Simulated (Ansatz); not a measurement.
`N#[C][Al]([F])[F]` + `O[SiH3]` → `[F][Al]([F])[O][SiH3]` + `C#N`  (ligand exchange at the Al–C bond)

Program: Ansatz. Geometries: PBE0-D4/def2-TZVP. ΔE: electronic, gas phase. CCSD(T)/CBS is the MP2 limit (def2-TZVPP, def2-QZVPP) plus CCSD(T) − MP2 in def2-TZVPP, frozen cores. This one scheme is used for every species. DFT in def2-TZVPP. Each species was taken in one conformer, which may not be the lowest.

`N#[C][Al]([F])[F]`:

Cartesian coordinates in Å:
```
N 1.612 1.173 1.305
C 0.833 0.606 0.674
Al -0.456 -0.332 -0.369
F -1.687 0.493 -1.042
F -0.302 -1.939 -0.567
```

`O[SiH3]`:

```xyz
6

O     0.087   -1.233   -0.339
Si    0.122    0.331    0.179
H    -0.655   -1.510   -0.876
H     0.145    1.287   -0.962
H     1.362    0.468    0.975
H    -1.061    0.657    1.023
```

`[F][Al]([F])[O][SiH3]`:

```xyz
8

F     1.667   -0.426    2.487
Al    0.194   -0.303    1.790
F    -1.119   -0.456    2.750
O     0.039   -0.032    0.164
Si   -0.152    0.242   -1.431
H     0.950    1.107   -1.925
H    -1.451    0.919   -1.673
H    -0.128   -1.051   -2.161
```

`C#N`:

Cartesian coordinates in Å:
```
C -0.025 -0.003 -0.003
N 1.106 0.105 0.138
H -1.081 -0.102 -0.135
```

(1) Is it downhill or uphill in electronic energy at CCSD(T)/CBS, and by how much? (An estimate is asked.)

(2) What do these levels give: revPBE-D4, r2SCAN-D4, CAM-B3LYP-D4, PBE-QIDH, BHLYP, CCSD/def2-SVP? (Best estimate.)

Largest T1 diagnostic among the species: 0.014.

## Answers

(1) Computed: Downhill: ΔE = -97.3 kJ/mol.

(2) Computed: revPBE-D4 -84.2, r2SCAN-D4 -95.6, CAM-B3LYP-D4 -101.4, PBE-QIDH -95.4, BHLYP -102.3, CCSD/def2-SVP -105.5 kJ/mol.

In def2-TZVPP, CCSD(T) changes the Hartree–Fock value by +9.8 kJ/mol (the triples alone add +2.7 kJ/mol) and MP2 by +9.0 kJ/mol. From BLYP to BHLYP (50 % exact exchange), in def2-TZVPP and without D4, ΔE moves by −10.8 kJ/mol. At CCSD(T), def2-SVP lies −5.5 kJ/mol from the extrapolated value and def2-TZVPP +0.7 kJ/mol.
